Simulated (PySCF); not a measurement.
Radial density of Pd+ (palladium, charge +1)

UHF, [Kr] 4d9, 2D determinant. Computed with PySCF 2.14 in def2-SVP with the def2 core potential (28 electrons) (5s3p2d1f, 31 functions), with a scalar-relativistic core potential. This is the valence pseudo-density: the core potential removes the inner electrons and smooths the orbitals near the nucleus.

| r (bohr) | 4πr²ρ (e/bohr) | 4πr²(ρα − ρβ) |
| --- | --- | --- |
| 0.0327 | 2.686e-05 | 0.0000 |
| 0.0550 | 7.443e-05 | 0.0000 |
| 0.0925 | 0.0002422 | 0.0000 |
| 0.156 | 0.002215 | 0.0002 |
| 0.262 | 0.06164 | 0.0042 |
| 0.440 | 1.676 | 0.0726 |
| 0.740 | 13.61 | 0.5417 |
| 1.25 | 12.65 | 0.7859 |
| 2.09 | 2.537 | 0.2276 |
| 3.52 | 0.1812 | 0.0075 |
| 5.93 | 0.001659 | 0.0000 |

Energies and moments cover only the electrons outside the core potential.
